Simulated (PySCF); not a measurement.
Level of theory: PySCF, B3LYP, basis Re def2-SVP with ECP60, Br def2-SVP (scalar-relativistic core potentials, no spin–orbit coupling, density fitting). Open shells, if any, are unrestricted.

Task: What spin state, shape and geometry does isolated ReBr2 take (every ligand bound to Re)?

Result: Formally Re is in oxidation state +2, d5, with 5 unpaired electrons (the high-spin count). The Mulliken spin on Re is 4.70. The polar-tensor charge on Re, 1.11, is far below the formal one. The lowest minimum found is a sextet of D∞h symmetry with Re–Br 2.463 Å (×2); Br–Re–Br 180.0°. Its harmonic wavenumbers are 37 (πu), 220 (σg+), 268 (σu+) cm⁻¹ and its dipole moment is 0.00 D.

This need not be the most stable arrangement of these atoms. Other spin states or occupations of the open shell can lie lower. Spin–orbit coupling, left out here, can matter for elements this heavy.
